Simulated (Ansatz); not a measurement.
`[SiH3]O[SiH2][GeH3]` + H–F → `F[SiH2][GeH3]` + silanol at 400 K and 1 bar (ligand exchange at the Si–O bond).

Computed with Ansatz on PBE0-D4/def2-TZVP structures; ΔE is electronic, products minus reactants. CBS: MP2 limit from def2 TZ/QZ plus the TZ coupled-cluster correction, frozen cores. This one scheme is used for every species. For Ge outer-core shells are correlated without core-valence functions, which leaves a few kJ/mol of doubt a bond. Scalar relativity is left out up to krypton. One conformer a species, not always the lowest.

| species | CCSD(T)/CBS energy (Eh) | H − E (kJ/mol) | S (J/(mol·K)) |
| --- | --- | --- | --- |
| `[SiH3]O[SiH2][GeH3]` | -2734.32644 | 224.7 | 455.5 |
| H–F | -100.39570 | 36.5 | 182.2 |
| `F[SiH2][GeH3]` | -2468.03899 | 140.7 | 353.3 |
| `O[SiH3]` | -366.69042 | 120.0 | 276.4 |

H − E and S are ideal-gas, rigid-rotor, harmonic terms from PBE0-D4/def2-TZVP, for one conformer and one mirror image of each species. 1 Eh = 2625.50 kJ/mol, R = 8.31446 J/(mol·K).

Problem. By hand: ΔE, ΔH, ΔS and ΔG.

Solution. ΔE = (-2468.03899) + (-366.69042) − (-2734.32644) − (-100.39570) = -0.00727 Eh = -19.1 kJ/mol. Δ(H − E) = 140.7 + 120.0 − 224.7 − 36.5 = -0.5, so ΔH = -19.6 kJ/mol. ΔS = 353.3 + 276.4 − 455.5 − 182.2 = -8.0 J/(mol·K). ΔG = -19.6 − 400 × (-8.0)/1000 = -16.4 kJ/mol.

Problem. By hand: the equilibrium constant, and the temperature at which ΔG would vanish if ΔH and ΔS stayed fixed.

Solution. log₁₀ K = −ΔG/(RT ln 10) = 2.1. ΔG = 0 at ΔH/ΔS = 2450 K, though so small a ΔS makes that figure unsure.

The number of gas molecules stays the same, so ΔS is small and ΔH decides. A doubt of 5 kJ/mol in ΔE shifts log₁₀ K by 0.7 here. Other conformers and mirror images would add mixing entropy, several J/(mol·K) or more a flexible species. Modes under 60 cm⁻¹, often nearly free rotors, make the harmonic entropy too high. These are equilibria of isolated gas molecules and say nothing of rates. Largest T1 diagnostic: 0.012 (customary marks: 0.02 for closed shells, 0.045 for open ones).
